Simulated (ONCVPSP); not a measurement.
## K: one change to an ONCV potential, before and after

ONCVPSP 4.0.1 input, shortened (lines: element, Z, core and valence counts, functional; n l f; lmax; l rc ep ncon nbas qcut; lloc lpopt rc5 dvloc0; l nproj debl; icmod fcfact rcfact), LDA (Perdew-Wang 92), scalar-relativistic:

```
  K 19.00    4    2  -001012      upf
    1    0    2.00
    2    0    2.00
    2    1    6.00
    3    0    2.00
    3    1    6.00
    3    2    1.00
    2
    0    4.10    0.24    4    8    1.40
    1    1.40    0.00    4    8    5.60
    2    4.00    0.00    4    7    2.40
    4    4    1.10    3.00
    0    2    0.80
    1    1    0.40
    2    2    2.90
    1    0.35    0.00
```

In the s channel the program set the typed energies aside and used 0.050, 0.850 Ha.

Change: s: debl 0.9. In the s channel the program set the typed energies aside and used 0.050, 0.950 Ha.

Cutoffs: the cutoffs (Ha) at which the residual kinetic energy of the hardest occupied pseudo-wave falls to 1 and 0.1 mHa per electron; they do not see the model core or the augmentation charge, which bear on the density cutoff. Errors are all-electron minus pseudo energies relative to the spin-unpolarised reference configuration.

Problem. Predict the effect on cutoff, ghosts and configuration errors.

Solution. The potential gets neither clearly harder nor softer (12 Ha and 20 Ha → 12 Ha and 20 Ha); the lowest positive-energy flag moves from s at 1.4 eV to s at 3.3 eV; the errors of the 4 common tests hardly move; the range in which the s phases agree narrows (upper end 2.1 → 0.1); neither file shows a bound ghost.

| quantity | base | changed |
| --- | --- | --- |
| cutoff, loose | 12 Ha | 12 Ha |
| cutoff, tight | 20 Ha | 20 Ha |
| bound ghosts | none | none |
| GHOST(+) flags under 300 eV | s at 1.4 eV, d at 78.0 eV | s at 3.3 eV, d at 78.0 eV |
| error for 3p6 3d0 4s1, meV [ΔE -2.51 eV] | +23 | +21 |
| error for 3p6 3d0, meV [ΔE 1.89 eV] | +16 | +16 |
| error for 3p6 3d0 4s0.5, meV [ΔE -0.80 eV] | +20 | +19 |
| error for 3p6 3d0 4p1, meV [ΔE -0.88 eV] | +12 | +12 |
| s: phases at 4.16 bohr within 0.05 rad from the reference energy up to (Ha; the scan ends near 5) | 2.1 | 0.1 |
| p: phases at 1.42 bohr within 0.05 rad from the reference energy up to (Ha; the scan ends near 5) | 3.3 | 3.3 |
| d: phases at 4.06 bohr within 0.05 rad from the reference energy up to (Ha; the scan ends near 5) | 0.1 | 0.1 |
| rms error of d²Exc/dni dnj with the model core, mHa | 1.08 | 1.08 |
